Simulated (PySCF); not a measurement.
Computed shifts of a molecule C4H5Br, PySCF with B3LYP/pcSseg-1, GIAO, gas phase, equivalent atoms averaged, in ppm (number of nuclei): ¹³C: 230.0 (1), 99.8 (1), 83.2 (1), 48.5 (1). ¹H: 5.81 (1), 5.39 (2), 4.39 (1), 4.18 (1). References: ¹³C against TMS (σ = 181.3 ppm); ¹H against TMS (σ = 31.68 ppm), references at their B3LYP-D3(BJ)/def2-TZVP geometries, non-relativistic (without spin–orbit terms, shifts of atoms bonded to Cl or Br come out too high). Coordinates come from a r2SCAN-D4/def2-SVP optimisation. One conformer was computed; it need not be the lowest.

Question: Identify the compound among the candidates.
A) C#CCCBr
B) C=C/C=C/Br
C) BrC1=CCC1
D) C=C=CCBr

Answer: D, C=C=CCBr
